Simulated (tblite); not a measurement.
Parent: `[O:1]=[CH:2]/[C:3]([SiH3:4])=[CH:5]\[C:6]([F:7])([F:8])[F:9]` with O1–C2–C3–Si4 0°, C4H5F3OSi.

The geometries are computed with GFN2-xTB (gas phase). One conformer each, not checked by frequencies here.

```csv
coordinate of the parent,value
O1=C2,1.205 Å
C2–C3,1.468 Å
C3–Si4,1.908 Å
C3=C5,1.331 Å
C5–C6,1.502 Å
C6–F7,1.346 Å
C6–F8,1.339 Å
C6–F9,1.346 Å
O1–C2–C3,119.8°
C2–C3–Si4,110.1°
C2–C3–C5,124.1°
Si4–C3–C5,125.8°
C3–C5–C6,124.7°
C5–C6–F7,112.9°
C5–C6–F8,111.7°
C5–C6–F9,112.9°
F7–C6–F8,106.4°
F7–C6–F9,106.1°
F8–C6–F9,106.4°
```

Task: In one relative the bonds that all share with the parent change as follows (parent's numbers): C2–C3 -0.008, C3–Si4 -0.008, C3–C5 +0.004, C5–C6 -0.019, C6–F7 +0.029 Å. Which is it?
A. `[O:1]=[CH:2]/[C:3]([SiH3:4])=[CH:5]/[C:6]([F:7])([F:8])[SiH2:9][F:10]` with O1–C2–C3–Si4 -9°, C3–C5–C6–F7 40°, C5–C6–Si9–F10 12°
B. `[O:1]=[CH:2]/[C:3](=[CH:4]/[C:5]([F:6])([F:7])[F:8])[SiH2:9][OH:10]` with O1–C2–C3–C4 47°, C2–C3–Si9–O10 -130°, C3–Si9–O10–H -62°
C. `[O:1]=[CH:2]/[C:3]([SiH3:4])=[CH:5]\[CH:6]([F:7])[F:8]` with O1–C2–C3–Si4 0°, C3–C5–C6–F7 -59°
D. `[O:1]=[CH:2][CH2:3]/[C:4]([SiH3:5])=[CH:6]/[C:7]([F:8])([F:9])[F:10]` with O1–C2–C3–C4 -18°, C2–C3–C4–Si5 46°
E. `[O:1]=[CH:2]/[C:3]([SiH3:4])=[CH:5]\[C:6]([F:7])([F:8])[CH2:9][F:10]` with O1–C2–C3–Si4 -115°, C3–C5–C6–F7 41°, C5–C6–C9–F10 -45°

Result: A. The changes in all of them (Å):

```tsv
SMILES	C2–C3	C3–Si4	C3–C5	C5–C6	C6–F7
O=C/C(=C/C(F)(F)F)[SiH2]O	+0.005	+0.011	-0.001	-0.010	+0.009
O=C/C([SiH3])=C\C(F)(F)CF	0.000	-0.005	-0.004	+0.002	+0.021
O=CC/C([SiH3])=C/C(F)(F)F	+0.028	+0.003	-0.005	-0.012	-0.002
O=C/C([SiH3])=C/C(F)(F)[SiH2]F	-0.008	-0.008	+0.004	-0.019	+0.029
O=C/C([SiH3])=C\C(F)F	-0.002	-0.004	+0.002	+0.005	+0.014
```

Atoms are paired thus: O=C/C(=C/C(F)(F)F)[SiH2]O: O1 = O1, C2 = C2, C3 = C3, Si4 = Si9, C5 = C4, C6 = C5, F7 = F7, F8 = F6, F9 = F8; O=C/C([SiH3])=C\C(F)(F)CF: O1 = O1, C2 = C2, C3 = C3, Si4 = Si4, C5 = C5, C6 = C6, F7 = F7, F8 = F8; O=CC/C([SiH3])=C/C(F)(F)F: C2 = C3, C3 = C4, Si4 = Si5, C5 = C6, C6 = C7, F7 = F9, F8 = F8, F9 = F10; O=C/C([SiH3])=C/C(F)(F)[SiH2]F: O1 = O1, C2 = C2, C3 = C3, Si4 = Si4, C5 = C5, C6 = C6, F7 = F8, F8 = F7; O=C/C([SiH3])=C\C(F)F: O1 = O1, C2 = C2, C3 = C3, Si4 = Si4, C5 = C5, C6 = C6, F7 = F7, F9 = F8.
